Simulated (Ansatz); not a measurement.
`CC1(Cl)CB1F`. Total charge 0; spin multiplicity 1. All single points use the PBE0-D4/def2-TZVP geometry.

```xyz
11

C     0.934    0.795    0.723
C    -0.247   -0.053    0.367
Cl   -0.945   -0.905    1.764
C    -0.176   -0.939   -0.932
B    -1.246    0.119   -0.769
F    -2.341    0.679   -1.207
H     0.657    1.564    1.447
H     1.735    0.185    1.151
H     1.321    1.296   -0.168
H    -0.404   -1.998   -0.847
H     0.713   -0.743   -1.528
```

Problem. What is the dipole moment at ωB97M-V/def2-TZVPP? (An estimate is asked.)

Solution. Computed: 2.01 D, with components (1.61, 0.46, -1.11) D in this frame, pointing from negative to positive charge.

Problem. And with PBE, r2SCAN, B3LYP? (Best estimate.)

Solution. The calculation gave: PBE 1.92 D, r2SCAN 2.05 D, B3LYP 2.01 D.

Problem. Give the Mulliken charges with ωB97M-V, PBE, r2SCAN in def2-TZVPP. (Best estimate.)

Solution. Computed: 
```json
{"atom": "C1", "ωB97M-V": "-0.29", "PBE": "-0.24", "r2SCAN": "-0.13"}
{"atom": "C2", "ωB97M-V": "0.00", "PBE": "0.08", "r2SCAN": "0.10"}
{"atom": "Cl3", "ωB97M-V": "-0.11", "PBE": "-0.15", "r2SCAN": "-0.17"}
{"atom": "C4", "ωB97M-V": "-0.29", "PBE": "-0.25", "r2SCAN": "-0.27"}
{"atom": "B5", "ωB97M-V": "0.36", "PBE": "0.28", "r2SCAN": "0.39"}
{"atom": "F6", "ωB97M-V": "-0.23", "PBE": "-0.19", "r2SCAN": "-0.26"}
{"atom": "H7", "ωB97M-V": "0.12", "PBE": "0.10", "r2SCAN": "0.06"}
{"atom": "H8", "ωB97M-V": "0.12", "PBE": "0.09", "r2SCAN": "0.05"}
{"atom": "H9", "ωB97M-V": "0.09", "PBE": "0.07", "r2SCAN": "0.04"}
{"atom": "H10", "ωB97M-V": "0.12", "PBE": "0.10", "r2SCAN": "0.09"}
{"atom": "H11", "ωB97M-V": "0.12", "PBE": "0.10", "r2SCAN": "0.08"}
```

B3LYP here is the variant with VWN-RPA as its local correlation; programs differ in this.
